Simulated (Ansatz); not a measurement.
C6H17NSi (`CC(C)N([SiH3])C(C)C`). Charge 0, multiplicity 1. All single points use the PBE0-D4/def2-TZVP geometry. It is one conformer, not always the lowest.

```xyz
25

C     0.092    1.029    2.040
C    -0.005   -0.148    1.078
C     0.747   -1.361    1.611
N     0.422    0.220   -0.271
Si    2.076    0.379   -0.706
C    -0.580    0.169   -1.332
C    -1.105   -1.240   -1.585
C    -1.717    1.155   -1.095
H     1.130    1.352    2.151
H    -0.487    1.877    1.670
H    -0.283    0.757    3.030
H    -1.061   -0.429    1.010
H     0.640   -2.214    0.937
H     1.815   -1.145    1.716
H     0.374   -1.650    2.597
H     2.161    1.328   -1.848
H     2.749   -0.885   -1.141
H     2.854    0.902    0.449
H    -0.066    0.491   -2.247
H    -0.284   -1.926   -1.807
H    -1.797   -1.249   -2.431
H    -1.645   -1.627   -0.717
H    -1.328    2.167   -0.972
H    -2.411    1.150   -1.939
H    -2.290    0.899   -0.200
```

Question: What is the dipole moment at PBE/def2-TZVPP? (Estimate.)

Answer: Computed: 1.33 D, with components (-1.27, -0.32, 0.23) D in this frame, pointing from negative to positive charge.

Question: And with r2SCAN, B3LYP, ωB97M-V? (An estimate is asked.)

Answer: Computed: r2SCAN 1.37 D, B3LYP 1.31 D, ωB97M-V 1.34 D.

Question: Give the Mulliken charges with PBE, ωB97M-V, B3LYP in def2-TZVPP. (An estimate is asked.)

Answer: The calculation gave: 
| atom | PBE | ωB97M-V | B3LYP |
| --- | --- | --- | --- |
| C1 | -0.24 | -0.27 | -0.26 |
| C2 | 0.08 | -0.12 | 0.11 |
| C3 | -0.25 | -0.30 | -0.27 |
| N4 | -0.14 | -0.18 | -0.22 |
| Si5 | 0.19 | 0.17 | 0.27 |
| C6 | 0.11 | -0.05 | 0.13 |
| C7 | -0.26 | -0.29 | -0.27 |
| C8 | -0.26 | -0.30 | -0.27 |
| H9 | 0.07 | 0.11 | 0.08 |
| H10 | 0.08 | 0.11 | 0.08 |
| H11 | 0.07 | 0.10 | 0.07 |
| H12 | 0.03 | 0.10 | 0.04 |
| H13 | 0.09 | 0.12 | 0.09 |
| H14 | 0.08 | 0.11 | 0.08 |
| H15 | 0.07 | 0.10 | 0.08 |
| H16 | -0.06 | -0.03 | -0.08 |
| H17 | -0.08 | -0.05 | -0.09 |
| H18 | -0.06 | -0.03 | -0.08 |
| H19 | 0.03 | 0.07 | 0.04 |
| H20 | 0.08 | 0.11 | 0.09 |
| H21 | 0.07 | 0.10 | 0.08 |
| H22 | 0.07 | 0.10 | 0.07 |
| H23 | 0.08 | 0.11 | 0.09 |
| H24 | 0.07 | 0.10 | 0.08 |
| H25 | 0.07 | 0.10 | 0.07 |

B3LYP here is the variant with VWN-RPA as its local correlation; programs differ in this.
